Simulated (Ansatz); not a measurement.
Relaxation of BH₆NSiTe (10 atoms, charge 0, multiplicity 1), to a largest force component of 0.015 eV/Å in at most 40 steps.

Level of theory: RKS CAM-B3LYP-D4/def2-SVP (Ansatz 0.2.0).

```xyz
10
Properties=species:S:1:pos:R:3:forces:R:3
N -1.473 0.750 -0.340 1.91 2.96 -1.60
B -0.212 0.027 -0.437 -1.67 1.43 -0.80
Si 0.280 -1.158 0.992 2.51 0.35 1.31
Te 1.187 0.263 -2.203 0.00 0.41 0.13
H -1.593 1.383 -1.225 0.02 -1.45 1.95
H -1.444 1.461 0.461 -0.57 -1.73 -0.87
H 1.635 -1.776 0.692 -0.46 0.09 0.25
H -0.668 -2.190 1.159 -1.19 -1.23 0.27
H 0.431 -0.373 2.295 -0.16 -0.31 -0.38
H 1.941 1.562 -1.390 -0.39 -0.52 -0.26
```

Where does it end, and by what steps?

The forces met the threshold. The force dipped under the threshold on the way, but the program's further checks kept it going. After 16 steps the energy has fallen by 1.366 eV; H10 moved furthest, 1.86 Å.

| step | energy less start (eV) | largest force component (eV/Å) | accepted |
| --- | --- | --- | --- |
| 0 | 0.0000 | 2.961 | yes |
| 1 | -0.5662 | 1.910 | yes |
| 2 | -0.9569 | 1.210 | yes |
| 3 | -1.0881 | 0.235 | yes |
| 4 | -1.1049 | 0.337 | yes |
| 5 | -1.1199 | 0.293 | yes |
| 6 | -1.1562 | 0.128 | yes |
| 7 | -1.1807 | 0.418 | yes |
| 8 | -1.2127 | 0.664 | yes |
| 9 | -1.2538 | 0.621 | yes |
| 10 | -1.3045 | 0.332 | yes |
| 11 | -1.3435 | 0.207 | yes |
| 12 | -1.3620 | 0.101 | yes |
| 13 | -1.3240 | 0.502 | no |
| 14 | -1.3655 | 0.010 | yes |
| 15 | -1.3656 | 0.022 | yes |
| 16 | -1.3657 | 0.003 | yes |

```xyz
10
Properties=species:S:1:pos:R:3
N -0.785 1.241 -0.162
B 0.075 0.163 -0.326
Si 0.224 -1.253 1.110
Te 1.298 -0.041 -2.118
H -0.901 1.986 -0.841
H -1.365 1.353 0.661
H 1.577 -1.251 1.739
H -0.017 -2.621 0.568
H -0.781 -1.000 2.189
H 0.760 1.373 -2.817
```

Whether the end is a true minimum wasn't checked by a vibrational analysis.

The run took 61 s on 2 threads of Intel(R) Xeon(R) Platinum 8488C (Sapphire Rapids), on a shared host, peak memory 0.3 GiB.
